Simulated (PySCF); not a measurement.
**Computed structure and properties of [Pb(OCH3)2]2+**

System: [Pb(OCH3)2]2+ (singlet; a saddle point, relaxed within its symmetry); start: template (D3h). Method: PySCF 2.14.0, RKS B3LYP, Pb def2-SVP with ECP60, O def2-SVP, C def2-SVP, H def2-SVP; non-relativistic Hamiltonian with scalar-relativistic core potentials where named; density fitting; no spin-orbit coupling.

Input of the relaxation:

```python
mol = gto.M(atom='''
Pb    -0.00000     0.00000     0.00000
O     -0.00000    -0.00000     1.83120
C     -0.00000    -0.00000     3.24120
H     -1.02768     0.00001     3.60450
H      0.51383    -0.89000     3.60450
H      0.51384     0.88999     3.60450
O      0.00000     0.00000    -1.83120
C      0.00000     0.00000    -3.24120
H     -1.02768     0.00001    -3.60450
H      0.51384     0.88999    -3.60450
H      0.51383    -0.89000    -3.60450''',
    basis={'Pb': 'def2-SVP', 'O': 'def2-SVP', 'C': 'def2-SVP', 'H': 'def2-SVP'},
    ecp={'Pb': 'def2-SVP'},
    charge=2, spin=0)
mf = dft.RKS(mol, xc='B3LYP')
mf.grids.atom_grid = (50, 194)
mf = mf.density_fit()  # fitting sets: Pb def2-universal-JKFIT, O def2-universal-JKFIT, C def2-universal-JKFIT, H def2-universal-JKFIT
mf.conv_tol = 1e-08; mf.max_cycle = 55
mf.kernel(dm0)  # dm0: converged density of the start geometry
# quasi-Newton relaxation in Cartesian coordinates to a largest gradient under 0.00045 Eh/bohr, steps kept in the point group
```

Run from Python with OMP_NUM_THREADS=2; the lines above give its settings. Where DIIS fails, smearing, a level shift and second-order steps follow.
It took 32 s on 2 threads of Arm Neoverse V2 (shared host), from the converged density of the start.

Course of the relaxation:

```tsv
step	energy above end (eV)	largest force component within the symmetry (eV/Å)
0	0.7182	3.515
1	0.2292	1.758
2	0.0493	0.660
3	0.0063	0.199
4	0.0003	0.041
5	0.0000	0.003
```

Relaxed geometry (D3h):

```xyz
11

Pb    0.0000    0.0000    0.0000
O     0.0000    0.0000    1.8911
C     0.0000    0.0000    3.5156
H    -1.0742    0.0000    3.7347
H     0.5371   -0.9303    3.7347
H     0.5371    0.9302    3.7347
O     0.0000    0.0000   -1.8911
C     0.0000    0.0000   -3.5156
H    -1.0742    0.0000   -3.7347
H     0.5371    0.9302   -3.7347
H     0.5371   -0.9303   -3.7347
```

```csv
contact,Å
Pb1–O2 (OCH3),1.891
Pb1–O7 (OCH3),1.891
```

On the finer grid (75, 302):

```
HOMO                                                          : -18.55 eV
LUMO                                                          : -16.14 eV
Dipole about the centre of mass                               : 0.00 D
Set of Mulliken populations of Pb1 outside the core potential : s 3.29, p 6.92, d 10.13
D3(BJ) dispersion energy (not in the energies)                : -0.322 eV
```

```csv
atom,Mulliken (e),Löwdin (e),spin (e)
Pb1,1.65,1.40,0.00
O2,-0.53,-0.26,0.00
C3,0.24,0.31,0.00
H4,0.15,0.08,0.00
H5,0.15,0.08,0.00
H6,0.15,0.08,0.00
O7,-0.53,-0.26,0.00
C8,0.24,0.31,0.00
H9,0.15,0.08,0.00
H10,0.15,0.08,0.00
H11,0.15,0.08,0.00
```

On the grid (50, 194), as all that follows. Harmonic modes: 4 unstable, so a saddle point once the symmetry is let go (counted below −25 cm⁻¹); lowest -522 cm⁻¹ (negative: unstable), highest 3243 cm⁻¹, zero-point energy 2.056 eV.

Taking off one OCH3 (charge -1, singlet; the rest: singlet) in vacuum, both parts rigid, costs 25.92 eV; the small basis without counterpoise inflates it. Most of it is the attraction of opposite charges; other ways to part are cheaper, and one spin state was tried for the rest.

Rigid scan of OCH3 along the line from its metal:

```json
{"distance to O2 (Å)": "1.59", "energy (eV)": "2.545"}
{"distance to O2 (Å)": "1.69", "energy (eV)": "0.940"}
{"distance to O2 (Å)": "1.79", "energy (eV)": "0.197"}
{"distance to O2 (Å)": "1.89", "energy (eV)": "0.000"}
{"distance to O2 (Å)": "1.99", "energy (eV)": "0.135"}
{"distance to O2 (Å)": "2.09", "energy (eV)": "0.460"}
```

One start shape was tried, so this needn't be the lowest isomer.
